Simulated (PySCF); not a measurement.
Question: Write Cartesian coordinates for `C[C@H](C#N)OC=C(F)F` as optimised with GFN2-xTB.

Answer: 
```xyz
14
C5H5F2NO angstrom
C     -1.2533   -0.4134   -1.6893
C     -0.5471    0.0566   -0.4181
C     -0.0818    1.4263   -0.5923
N      0.3128    2.4861   -0.7476
O      0.5574   -0.8226   -0.2014
C      1.2779   -0.7159    0.9336
C      1.0835    0.0309    2.0106
F      1.9163   -0.0128    3.0512
F      0.0975    0.8988    2.2545
H     -2.0991    0.2339   -1.9049
H     -0.5588   -0.3886   -2.5254
H     -1.6028   -1.4332   -1.5531
H     -1.2391    0.0260    0.4373
H      2.1359   -1.3724    0.9227
```

Any rigid rotation of these coordinates is as good. Atoms count from 1 in this order. O5 (ether oxygen) is bent (angle 119.5°). The 2 C–O bonds span 1.349 Å (O5–C6, drawn single) to 1.428 Å (C2–O5, drawn single), a spread of 0.079 Å. The C–C distances run from 1.325 Å (C6=C7, drawn double) to 1.528 Å (C1–C2, drawn single), a spread of 0.203 Å. Of the pairs four or more bonds apart, F9···H13 is among the closest relative to their van der Waals radii: 2.42 Å, 91 % of the sum of Bondi's values.

Bonds between heavy atoms (Å): C1–C2 1.528, C2–C3 1.457, C3≡N4 1.142, C2–O5 1.428, O5–C6 1.349, C6=C7 1.325, C7–F8 1.334, C7–F9 1.336.

Structure optimised with GFN2-xTB, isolated species.

Point group: C1 (no symmetry element, even within 0.4 Å). No GFN2-xTB frequencies stand behind this structure, so it isn't proved a minimum. The numbers are those of one conformer (C1–C2–O5–C6 -173°, C2–O5–C6–C7 6°).

These are computed values.
